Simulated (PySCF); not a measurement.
**Interval between two levels of Mo³⁺ by level of theory**

Mo³⁺ [Kr] 4d3 [4F9/2, M_J = 9/2] → Mo³⁺ [Kr] 4d2 5p1 [4G11/2, M_J = 11/2], as a difference of total energies. Computed with PySCF 2.14 in x2c-TZVPall-2c with one added diffuse shell each of s, p, d type (9s10p8d1f, 86 functions), with the two-component X2C-1e Hamiltonian. Correlated levels: [Ar] 3d10 frozen; the 6 highest virtual spinors dropped. "Screened" scales the spin-orbit matrix elements by Boettger's factors to mimic the two-electron term; Breit and QED terms are absent.

```csv
method,interval between two levels (cm⁻¹)
GHF (spin-free),110940
GMP2 (spin-free),110360
GHF (screened spin-orbit),112140
GMP2 (screened spin-orbit),111630
```

The labels give the starting determinants; with spin-orbit coupling the two ends relaxed to ⟨J²⟩ = 24.76, ⟨L²⟩ = 12.11, ⟨S²⟩ = 3.73 and ⟨J²⟩ = 35.76, ⟨L²⟩ = 20.04, ⟨S²⟩ = 3.75.
